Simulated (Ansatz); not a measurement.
Mulliken charges of CdH4O2Si, SMILES `[OH][Cd][O][SiH3]` from PBE/def2-TZVPP in Ansatz (PBE0-D4/def2-TZVP geometry).

```
atom   x (Å)   y (Å)   z (Å)  charge (e)
  O1   0.404   2.573  -2.278      -0.536
 Cd2   0.180   0.914  -1.273       0.752
  O3   0.068  -0.832  -0.406      -0.532
 Si4  -0.059  -1.337   1.132       0.379
  H5  -0.288   3.211  -2.090       0.187
  H6   1.116  -0.923   1.957      -0.087
  H7  -1.274  -0.785   1.804      -0.090
  H8  -0.147  -2.822   1.154      -0.074
```

Question: By hand: the dipole of these point charges (1 e Å = 4.8032 D).

Answer: Σ q r = (-0.165, 0.204, 0.100) e Å, of length 0.281 e Å = 1.35 D.

Question: How does the dipole of the full density compare? (Estimate.)

Answer: The calculation gave: (-0.201, 0.292, -0.026) e Å, 1.71 D; the point charges give 0.79 times that, at 25° from its direction.

Point charges leave out the atoms' own dipoles, such as those of lone pairs, and Mulliken's split depends on the basis, so the two needn't agree.
